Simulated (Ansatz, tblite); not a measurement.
Spin states of LaB₆⁺, each relaxed with B3LYP-D4/def2-SVP in Ansatz. Electronic energies in the gas phase.

In the def2 sets La takes a core potential; there is no spin–orbit coupling. The xTB rows come from tblite. B3LYP takes the VWN-RPA correlation. HSE06 is defined as in plane-wave codes, on full-range PBE exchange. Another isomer (singlet) lies 0.10 eV lower at PBE0-D4/def2-TZVP.

Singlet geometry (Cs within 0.1 Å):

```
atom    x (Å)    y (Å)    z (Å)
 La1   1.2178   2.6714   1.6759
  B2  -1.0627  -1.1991  -1.2308
  B3  -0.2020   1.6244   0.1655
  B4   0.3477  -1.1990   0.0718
  B5  -0.6403   0.1629  -0.5540
  B6  -0.2428  -2.3771  -0.7431
  B7   0.5822   0.3164   0.6148
```

Triplet geometry (Cs within 0.1 Å):

```
atom   x (Å)   y (Å)   z (Å)
 La1  -2.856   1.457   0.923
  B2   1.459  -0.909  -0.906
  B3  -1.509   0.315  -0.699
  B4   0.987  -0.143   0.625
  B5  -0.031  -0.321  -0.871
  B6   2.446  -0.834   0.294
  B7  -0.496   0.434   0.634
```

Quintet geometry (Cs within 0.1 Å):

```xyz
7

La    2.4704    0.1950   -2.3833
B    -1.5273   -0.3290    1.1972
B     0.2302   -0.8714   -1.4125
B    -0.0731    0.6387    0.9315
B    -0.7195   -0.6833   -0.1432
B    -1.1030    0.7677    2.2092
B     0.7224    0.2823   -0.3988
```

Run but left out: HF/def2-TZVP, MP2/def2-TZVP (singlet: restricted singlet, unstable towards broken spin symmetry).

Only these spin states were relaxed.

```
              level  triplet − singlet (kJ/mol)  quintet − singlet (kJ/mol)  lowest of these
           GFN1-xTB                        17.1                       151.1          singlet
           GFN2-xTB                        44.6                       136.5          singlet
   PBE-D4/def2-TZVP                        23.6                       142.4          singlet
r2SCAN-D4/def2-TZVP                        -1.2                        99.4              tie
 B3LYP-D4/def2-TZVP                        11.6                       127.3          singlet
  PBE0-D4/def2-TZVP                         5.1                       115.6          singlet
 HSE06-D4/def2-TZVP                         6.2                       117.8          singlet
```

```tsv
state	donor atoms	mean metal–ligand distance (Å)	range (Å)	Mulliken spin on the metal (PBE0)
singlet	2	2.491	2.32–2.66	0
triplet	2	2.493	2.40–2.59	0.23
quintet	2	2.655	2.65–2.66	1.35
```

⟨S²⟩ at PBE0-D4/def2-TZVP: singlet 0.00 (pure 0.00), triplet 2.06 (pure 2.00), quintet 6.10 (pure 6.00). The unpaired electrons of the triplet sit mostly on the ligands.

Change of the quintet − singlet gap on mixing in exact exchange, in kJ/mol: PBE to PBE0 (25 % exact exchange) -26.8.

The xTB methods have no spin-polarisation term.
